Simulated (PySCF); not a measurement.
Bonds (- single, = double, # triple, : aromatic): C1-C2 1.509 Å, C2-O3 1.413 Å, O3-Si4 1.643 Å, Si4-F5 1.623 Å. C1 carries H6, H7, H8; C2 carries H9, H10; Si4 carries H11, H12.

Level of theory: structure optimised with PBE0-D3(BJ)/def2-SVP, GIAO PBE/pcSseg-2 shieldings, in PySCF 2.14 (averaged over atoms made equivalent by symmetry, fast rotation or ring inversion, a single conformation, gas phase, non-relativistic).

Chemical shifts δ = σref − σ; ¹³C (179.39 ppm), ¹H (31.18 ppm), ²⁹Si (323.43 ppm) vs TMS; ¹⁷O (327.88 ppm) vs H2O; ¹⁹F (142.93 ppm) vs CFCl3, all at this level.

```csv
atoms,nucleus,count,δ (ppm)
H11/H12,¹H,2,5.22
H6/H7/H8,¹H,3,1.24
O3,¹⁷O,1,99.2
Si4,²⁹Si,1,?
F5,¹⁹F,1,-175.3
C1,¹³C,1,?
H9/H10,¹H,2,4.10
C2,¹³C,1,67.9
```

Fill in the missing shifts.

## Answers


- C1: 20.3 ppm, methyl carbon; a saturated carbon with 1 carbon neighbour and no heteroatom attached
- Si4: -27.1 ppm, silicon bonded to F, O, 2 H

Shifts are as computed, not scaled to solution data. Of 1211 compounds with measured shifts, 218 miss one by over three times the rms of a fit or turn the order of signals round; such compounds aren't used in these exercises. Unscaled 19F shifts against computed CFCl3 carry errors that often reach 10 to 50 ppm. Experimental scales use liquid or dissolved standards, which lie at an offset from isolated H2O (liquid H2O: subtract about 36 ppm).
